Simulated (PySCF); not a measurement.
Vertical excitations of a molecule C3H4BrF from TDDFT-PBE0/def2-SVPD (PySCF), as energy in eV (oscillator strength): 5.30 (0.001), 6.46 (0.293), 6.63 (0.003), 6.67 (0.011), 6.92 (0.000), 7.23 (0.000), 7.69 (0.006), 7.80 (0.008), 7.89 (0.017), 8.06 (0.057). Lowest triplet (TDA): 4.05 eV. Coordinates come from a B3LYP-D3(BJ)/def2-SVP optimisation. One conformer was computed; it need not be the lowest.

Task: Which molecule gave these data?
A. C/C=C(\F)Br
B. FC1(Br)CC1
C. C/C(Br)=C\F
D. C/C(F)=C\Br

Result: D, C/C(F)=C\Br
